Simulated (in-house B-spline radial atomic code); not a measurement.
Values are calculated unless marked as measured or tabulated.
# Cs in an electron gas of r_s = 2: phase shifts, screening, friction and resistivity

A nucleus sits in a uniform electron gas with a rigid positive background. The Kohn-Sham equations are solved self-consistently in the spin-unpolarised LDA (PW92), non-relativistic, on B-splines with outgoing waves at the boundary and partial waves to l = 8. The model has no lattice, no bands and no magnetic solution. Atomic units; δ_l are the phase shifts at the Fermi level, counted so that each bound state adds π, and good to about 0.0005. Heavy atoms are models without relativity.

The density parameter is r_s = 2 bohr, near that of the valence electrons of Si (4 per atom, density 2.33 g/cm³, mass 28.09 u, which gives r_s = 2.01).

```csv
l,δ_l (rad)
0,13.8292
1,11.3572
2,7.3572
3,0.2111
4,0.0196
5,0.0037
6,0.0007
7,0.0002
8,0.0000
```

Bound levels below the band bottom (hartree): s -6.977, p -5.291, d -2.374, s -0.4919, p -0.1102 and deeper ones.

Question: Check the Friedel sum rule, and say where the screening charge sits.

Answer: k_F = (9π/4)^(1/3)/r_s = 0.95958. The rule is Z = (2/π) Σ (2l + 1) δ_l. The terms are s 8.804, p 21.691, d 23.419, f 0.941 and 0.146 beyond, in all 55.000 against Z = 55. Bound states hold 10 s, 24 p, 20 d electrons, so the scattering states carry 1.00 in all; where a term is smaller than its bound count, the bound level has drawn weight out of the band.

Question: Find the transport cross section and the electronic stopping of a 2 keV Cs ion (mass 132.91 u).

Answer: σ_tr = (4π/k_F²) Σ (l + 1) sin²(δ_l − δ_(l+1)). The terms for l = 0 to 3 are 0.3852, 1.1455, 1.7316, 0.1449, all together 3.4086, so σ_tr = 13.647 × 3.4086 = 46.518 bohr². With n = 3/(4π r_s³) = 0.02984, the friction coefficient is Q = n k_F σ_tr = 1.3321. For v well below v_F = 0.960, dE/dx = Q v; with 24801 eV per u at v = 1, v = √(2000/(24801 × 132.91)) = 0.0246, so dE/dx = 0.03281 hartree/bohr = 16.9 eV/nm. The largest term couples the d and f waves.

Question: What residual resistivity would 1 atomic per cent of such centres give in a metal of this density?

Answer: Δρ = k_F n_i σ_tr/n in atomic units of 21.74 μΩ·cm. With one host atom per 4 electrons, n_i/n = 0.01/4, so Δρ = 0.9596 × 0.00250 × 46.518 × 21.74 = 2.43 μΩ·cm. This is an atom added to the gas, as on an interstitial site.

Question: On a substitutional site the background of one host ion, a sphere holding 4 charges, is taken out. The phase shifts for l = 0 to 4 become 13.5566, 11.1012, 6.6172, 0.0317, -0.0038. What follows?

Answer: The Friedel sum is now 51.01, for Z − 4 = 51. The sum in σ_tr is 2.5699, so σ_tr = 35.07 bohr² and Δρ = 1.83 μΩ·cm per atomic per cent, 0.75 times the value above. A real host ion scatters too, so this model doesn't give zero even for the host's own atom.
